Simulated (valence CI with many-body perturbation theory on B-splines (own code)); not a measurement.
# Hyperfine factors and g values of Eu40+

Calculated by valence CI with perturbative core correlation (CI+MBPT): five valence electrons over a frozen Dirac-Fock core [Ar], a basis of 7 s, 7 p, 8 d, 6 f, 4 g, 1 h functions for each j, with the one-electron correlation potential Σ1, the two-electron term Σ2, the three-electron term Σ3, Breit, model QED; selected CI, second order for the rest, scaled by the run's own slope (own B-spline code, finite nucleus).

The last digits are not significant, and no measured levels were compared; by estimate large intervals hold to a few tenths of a per cent, small ones and those within an open d or f shell to about a per cent. Among the levels kept, up to 250 cm⁻¹ of a level comes from second order outside the variational space, and about a tenth of that is noise between levels of different J, which matters for small intervals. Only levels of the ground parity were solved; by the run's estimate the other parity begins above the list, which can be wrong where configurations are misplaced.

A/g_I is the dipole constant over the nuclear g factor μ/I (μ in nuclear magnetons, uniformly magnetised nucleus), B/Q the quadrupole constant per barn. Both hold the static response of the core; the bare values leave it out. Large factors of s and p1/2 electrons are usually good to 5 to 10 %; those of open d and f shells near neutrality can be off by tens of per cent, and small factors of p3/2, d and f electrons come from cancelling terms and can be off by a factor of two or in sign, in half-filled shells by more. B is blank for J = 1/2, where it vanishes, and for nearly pure S terms. Energies count from the lowest level.

Levels are named by their leading jj configuration (3d3/2^4 stands for four electrons in 3d with j = 3/2), which in mixed levels can hold well under half, so a name can repeat and another be missing. Letters in brackets count levels of one name in rising energy.

| Level | E (cm⁻¹) | g | A/g_I (MHz) | A/g_I bare | B/Q (MHz/b) | B/Q bare |
| --- | --- | --- | --- | --- | --- | --- |
| (3d3/2^4 3d5/2) J=5/2 | 0 | 1.416 | 16700 | 17500 | 29400 | 29800 |
| (3d3/2^3 3d5/2^2) J=5/2 [a] | 186450 | 1.314 | 12900 | 13600 | 17400 | 17600 |
| (3d3/2^3 3d5/2^2) J=7/2 [a] | 266900 | 1.151 | 24400 | 24700 | 38400 | 39000 |
| (3d3/2^3 3d5/2^2) J=3/2 [a] | 275530 | 1.213 | 29100 | 29500 | 32300 | 32800 |
| (3d3/2^3 3d5/2^2) J=11/2 | 277680 | 1.122 | 30400 | 30700 | 40.0 | -17.2 |
| (3d3/2^3 3d5/2^2) J=9/2 | 307540 | 1.142 | 27300 | 27600 | 38500 | 39000 |
| (3d3/2^3 3d5/2^2) J=5/2 [b] | 324560 | 1.144 | 27800 | 28200 | 2690 | 2750 |
| (3d3/2^3 3d5/2^2) J=1/2 | 337560 | 1.853 | -14900 | -13200 |  |  |
| (3d3/2^3 3d5/2^2) J=7/2 [b] | 361230 | 1.097 | 32600 | 32800 | -38200 | -38700 |
| (3d3/2^3 3d5/2^2) J=3/2 [b] | 445130 | 0.793 | 52200 | 51900 | -36000 | -36500 |
| (3d3/2^2 3d5/2^3) J=5/2 [a] | 450410 | 1.248 | 13100 | 13700 | 2260 | 2300 |
| (3d3/2^2 3d5/2^3) J=7/2 [a] | 498100 | 1.212 | 20800 | 21300 | -4550 | -4630 |
| (3d3/2^2 3d5/2^3) J=11/2 | 504370 | 1.078 | 30300 | 30500 | 1260 | 1280 |
| (3d3/2^2 3d5/2^3) J=9/2 [a] | 518260 | 1.142 | 26100 | 26500 | -6070 | -6170 |
| (3d3/2^2 3d5/2^3) J=1/2 [a] | 538320 | 0.538 | 76300 | 75500 |  |  |
| (3d3/2^2 3d5/2^3) J=13/2 | 538600 | 1.069 | 32300 | 32500 | -60.4 | -55.2 |
| (3d3/2^2 3d5/2^3) J=3/2 [a] | 547890 | 1.182 | 25500 | 25900 | 2410 | 2440 |
| (3d3/2^2 3d5/2^3) J=5/2 [b] | 560050 | 1.019 | 34900 | 35000 | -6570 | -6650 |
| (3d3/2^2 3d5/2^3) J=9/2 [b] | 594920 | 1.100 | 29600 | 29800 | 1770 | 1800 |
| (3d3/2^2 3d5/2^3) J=7/2 [b] | 610980 | 0.984 | 39300 | 39300 | -1330 | -1360 |
| (3d3/2^2 3d5/2^3) J=5/2 [c] | 621730 | 1.040 | 33500 | 33700 | 7410 | 7500 |
| (3d3/2^2 3d5/2^3) J=3/2 [b] | 636180 | 0.824 | 49000 | 48700 | 3840 | 3920 |
| (3d3/2^2 3d5/2^3) J=7/2 [c] | 663610 | 1.043 | 35500 | 35600 | 3520 | 3570 |
| (3d3/2^2 3d5/2^3) J=1/2 [b] | 665800 | 1.811 | -15100 | -13600 |  |  |
| (3d3/2^2 3d5/2^3) J=9/2 [c] | 718010 | 1.105 | 29300 | 29600 | 23000 | 23400 |
| (3d3/2 3d5/2^4) J=5/2 [a] | 753150 | 1.238 | 15700 | 16200 | -20600 | -20800 |
| (3d3/2 3d5/2^4) J=7/2 [a] | 811240 | 1.186 | 22900 | 23300 | -49900 | -50600 |
| (3d3/2^2 3d5/2^3) J=3/2 [c] | 822190 | 1.121 | 25600 | 25900 | -20000 | -20300 |
| (3d3/2 3d5/2^4) J=11/2 | 824160 | 1.065 | 31500 | 31700 | -1390 | -1350 |
| (3d3/2^2 3d5/2^3) J=5/2 [d] | 829280 | 1.133 | 24100 | 24500 | 20600 | 20900 |
| (3d3/2 3d5/2^4) J=3/2 [a] | 838570 | 0.998 | 33700 | 33700 | -34000 | -34500 |
| (3d3/2 3d5/2^4) J=9/2 | 877620 | 1.110 | 28000 | 28300 | -57200 | -58000 |
| (3d3/2 3d5/2^4) J=5/2 [b] | 907300 | 1.112 | 27600 | 27900 | 3530 | 3590 |
| (3d3/2 3d5/2^4) J=7/2 [b] | 926580 | 0.989 | 35800 | 35800 | 52000 | 52800 |
| (3d3/2 3d5/2^4) J=1/2 | 990990 | 1.105 | -3300 | -2980 |  |  |
| (3d3/2 3d5/2^4) J=3/2 [b] | 1084700 | 0.879 | 50700 | 50600 | 51500 | 52300 |
| (3d5/2^5) J=5/2 | 1132800 | 1.148 | 22600 | 23000 | -56200 | -57000 |

Take the isotope of mass number 151, with I = 5/2, μ = 3.4635 μN and Q = 0.903 b. What is the hyperfine structure of (3d3/2^3 3d5/2^2) J=9/2?

From the table A = 37800 MHz, B = 34700 MHz. Shifts from the centre of gravity in MHz: F = 2: -504000, F = 3: -401000, F = 4: -259000, F = 5: -76300, F = 6: 153000, F = 7: 434000.
